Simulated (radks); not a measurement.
Results of a calculation; reference values are marked as such.
Q: All-electron atom: Nd III in [Xe] 4f4. Code: a radial shooting solver on a logarithmic mesh with Libxc functionals. Model: scalar-relativistic Kohn-Sham, LDA (Slater exchange, Perdew-Wang correlation), spin-unpolarised, spherical densities, finite nucleus; Fermi nuclear charge, rms radius 4.9123 fm; hard spherical wall at 3.5 bohr. Some entries of the table are withheld. Estimate them.

orbital,occ.,eigenvalue (hartree),r(max) (bohr)
1s,2,-1593.561,0.01511
2s,2,-258.0560,(1)
2p,6,-230.8534,0.06894
3s,2,(2),(3)
3p,6,-47.62581,0.2389
3d,10,-35.68242,0.1959
4s,2,(4),0.5653
4p,6,(5),0.5900
4d,10,-4.60872,0.6189
5s,2,-1.86165,1.323
5p,6,-1.17226,(6)
4f,4,-0.40412,0.6657
5d,0,-0.24859,1.895
6s,0,0.26424,2.496
6p,0,0.73679,2.602

A: 
(1) 2s r(max) (bohr): 0.08558
(2) 3s eigenvalue (hartree): -56.20807
(3) 3s r(max) (bohr): 0.2440
(4) 4s eigenvalue (hartree): -11.41798
(5) 4p eigenvalue (hartree): -8.60646
(6) 5p r(max) (bohr): 1.497
